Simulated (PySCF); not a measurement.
**Energy of Pt⁺ (platinum, charge +1) between two integer charges**

The 5d beta orbital of [Xe] 4f14 5d9 is emptied in steps (occupation f), with all orbitals relaxed, ending at [Xe] 4f14 5d8. Computed with PySCF 2.14 in aug-cc-pVTZ-PP with ECP60MDF, with a scalar-relativistic core potential. The exact energy is a straight line in f; departures are measured from the line between the end points of the same method.

Task: Among BHandHLYP, wB97X, HSE06, which shows the largest delocalisation error (convex curve), and which is closest to linear?

Result: Most convex: HSE06 (-0.977 eV at f = 0.5); closest to linear: wB97X (-0.288 eV).

```csv
f,BHandHLYP (eV),wB97X (eV),HSE06 (eV)
1,0.000,0.000,0.000
0.75,-0.341,-0.207,-0.717
0.5,-0.474,-0.288,-0.977
0.25,-0.367,-0.222,-0.743
0,0.000,0.000,0.000
```

| method | E(f=0) − E(f=1) (eV) | −ε at f=1 (eV) | −ε at f=0.5 (eV) |
| --- | --- | --- | --- |
| BHandHLYP | 18.509 | 16.814 | 18.443 |
| wB97X | 18.826 | 17.787 | 18.789 |
| HSE06 | 18.845 | 15.181 | 18.778 |

Reference removal energy between the ground levels: 18.56 ± 0.12 eV (measured; NIST Atomic Spectra Database, ionization energies). The calculation has no spin-orbit coupling. The determinant left behind need not be the lowest term of the ion.
